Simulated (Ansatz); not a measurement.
Basis-set extrapolation for `CN([SiH2]O)[SiH2]F` (PBE0-D4/def2-TZVP geometry, frozen core, the Gaussian-basis code of Ansatz). Multiplicity 1, RHF reference.

```
                      def2-TZVPP   def2-QZVPP
                 HF  -849.458422  -849.490844
    MP2 correlation    -1.121577    -1.210834
CCSD(T) correlation    -1.208628      not run
```

Energies in hartree. Use E(X) = E(∞) + A·exp(−7.88·√X) for Hartree–Fock and E(X) = E(∞) + B·X^(−2.97) for correlation, with X = 3 and 4, and add CCSD(T) minus MP2 of the smaller set to the MP2 limit.

Question: What is the CCSD(T) energy at the basis-set limit?

Answer: HF limit: -849.490844 + (-0.032422) × 0.13774 = -849.49531. MP2 limit: -1.210834 + (-0.089257) × 0.74074 = -1.27695. Higher-order term: -1.208628 − (-1.121577) = -0.08705. Total: -850.85931 hartree, 504.8 kJ/mol below CCSD(T)/def2-TZVPP.
